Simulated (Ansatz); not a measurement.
Computed with Ansatz on PBE0-D4/def2-TZVP structures; ΔE is electronic, products minus reactants. CCSD(T)/CBS adds triple-zeta CCSD(T) − MP2 to the extrapolated MP2 energy (def2 sets, frozen cores). DFT in def2-TZVPP. B3LYP here is the variant with VWN-RPA as its local correlation; programs differ in this. One conformer a species, not always the lowest.

Consider the redistribution: `F[SiH2]S[SiH2]Cl` + `O[SiH2]C(O)[SiH3]` → `OC([SiH3])[SiH2]Cl` + `O[SiH2]S[SiH2]F`.

```tsv
level	ΔE (kJ/mol)	difference from CCSD(T)/CBS
PBE-D4	-11.4	-1.7
r2SCAN-D4	-11.1	-1.4
PBE0-D4	-10.9	-1.2
B3LYP-D4	-10.0	-0.3
r2SCAN	-11.1	-1.4
PBE0	-11.0	-1.3
B3LYP	-10.2	-0.5
MP2/def2-TZVPP	-9.9	-0.2
CCSD(T)/def2-TZVPP	-9.7	0.0
MP2/def2-QZVPP	-9.9	-0.2
CCSD(T)/CBS	-9.7	0
```

Largest T1 diagnostic among the species: 0.012.
